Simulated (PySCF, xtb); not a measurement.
C₃H₁₃NSi₂, SMILES N([SiH3])(C(C)C)[SiH3]. Other conformers were not sampled.

Harmonic wavenumbers (cm⁻¹) from GFN2-xTB (xtb 6.7.1) at its own minimum, in rising order: 32, 77, 102, 161, 208, 218, 221, 250, 340, 408, 473, 560, 564, 572, 591, 633, 760, 782, 784, 806, 812, 836, 909, 936, 970, 992, 1047, 1140, 1175, 1194, 1324, 1356, 1393, 1407, 1485, 1491, 1494, 1502, 2181, 2189, 2207, 2217, 2280, 2313, 2885, 3023, 3029, 3034, 3038, 3040, 3047.

Q: What does B3LYP-D3(BJ)/def2-SVP in PySCF give at its own minimum? (Estimate from the structure and the level; the computed values follow.)

A: 52, 99, 119, 168, 192, 220, 252, 283, 352, 420, 462, 562, 658, 706, 719, 732, 877, 924, 932, 937, 943, 949, 969, 978, 1004, 1014, 1044, 1148, 1177, 1195, 1343, 1389, 1395, 1411, 1456, 1464, 1473, 1480, 2187, 2195, 2200, 2213, 2238, 2253, 2994, 3026, 3032, 3105, 3114, 3123, 3127. Paired by order, the mean absolute difference is 45 cm⁻¹ and the zero-point energies are 92.2 and 94.8 kcal/mol.
